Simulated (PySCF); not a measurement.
Vertical excitations of a molecule C3H9NSi from PySCF with TDDFT-PBE/def2-SVPD, as energy in eV (oscillator strength): 4.62 (0.004), 4.94 (0.014), 5.30 (0.010), 5.42 (0.170), 5.56 (0.013), 5.85 (0.024), 5.96 (0.058), 6.39 (0.009), 7.01 (0.038), 7.20 (0.000). Lowest triplet (TDA): 3.85 eV. Geometry: B3LYP-D3(BJ)/def2-SVP. Other conformers were not sampled.

Question: Which structure fits?
A) CN1C[SiH2]C1
B) C=CN(C)[SiH3]
C) C[SiH]1CNC1
D) [SiH3][C@H]1CCN1

Answer: B, C=CN(C)[SiH3]
